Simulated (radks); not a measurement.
Results of a calculation; reference values are marked as such.
Question: Species: the osmium ion Os71+. Configuration: [He] 2s2 2p1. Level of theory: scalar-relativistic Kohn-Sham, exchange-only B88, spin-polarised, spherical densities, point nucleus; open shells are filled with parallel spins first (spin-orbit coupling, left out, can overturn this in heavy ions) (a radial shooting solver on a logarithmic mesh with Libxc functionals). Some entries of the table are withheld. Estimate them.

orbital,occ.,eigenvalue (eV),<1/r> (bohr^-1),<r^2> (bohr^2)
1s up,1,-82341.08,(1),0.0004301
1s down,1,-82318.27,(2),0.0004299
2s up,1,-20180.89,(3),0.006132
2s down,1,-20138.55,(4),0.006143
2p up,1,-18680.43,(5),0.004974
2p down,0,-18631.00,(6),0.004987

Answer: 
(1) 1s up <1/r> (bohr^-1): 90.71
(2) 1s down <1/r> (bohr^-1): 90.74
(3) 2s up <1/r> (bohr^-1): 22.11
(4) 2s down <1/r> (bohr^-1): 22.09
(5) 2p up <1/r> (bohr^-1): 19.87
(6) 2p down <1/r> (bohr^-1): 19.85
